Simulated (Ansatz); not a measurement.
One change: GeH₄ becomes CH₄.

Ansatz, PBE0-D4/def2-TZVP geometries, multiplicity 1. 

Scalar relativity is left out up to krypton.

| property | GeH₄ |
| --- | --- |
| HOMO energy (PBE0/def2-TZVPP) / eV | -9.65 |
| HOMO energy (PBE/def2-TZVPP) / eV | -8.35 |
| HOMO energy (ωB97M-V/def2-TZVPP) / eV | -11.91 |
| size of the dipole moment (ωB97M-V/def2-TZVPP) / D | 0.00 |
| ideal-gas entropy at 298 K and 1 bar (rigid rotor, harmonic PBE0-D4/def2-TZVP) / J/(mol·K) | 217 |
| size of the dipole moment (PBE/def2-TZVPP) / D | 0.00 |

Q: What does the change do to each property? (An estimate is asked.)

A: Ansatz gave: 
```json
{"property": "HOMO energy (PBE0/def2-TZVPP) / eV", "CH₄": "-10.98", "shift": "-1.33"}
{"property": "HOMO energy (PBE/def2-TZVPP) / eV", "CH₄": "-9.44", "shift": "-1.09"}
{"property": "HOMO energy (ωB97M-V/def2-TZVPP) / eV", "CH₄": "-13.40", "shift": "-1.49"}
{"property": "size of the dipole moment (ωB97M-V/def2-TZVPP) / D", "CH₄": "0.00", "shift": "0.00"}
{"property": "ideal-gas entropy at 298 K and 1 bar (rigid rotor, harmonic PBE0-D4/def2-TZVP) / J/(mol·K)", "CH₄": "186", "shift": "-31"}
{"property": "size of the dipole moment (PBE/def2-TZVPP) / D", "CH₄": "0.00", "shift": "0.00"}
```

With PBE0 the HOMO falls by 1.33 eV and the LUMO rises by 0.63 eV, so the gap widens by about 1.96 eV. PBE moves the HOMO by -1.09 eV and ωB97M-V by -1.49 eV.
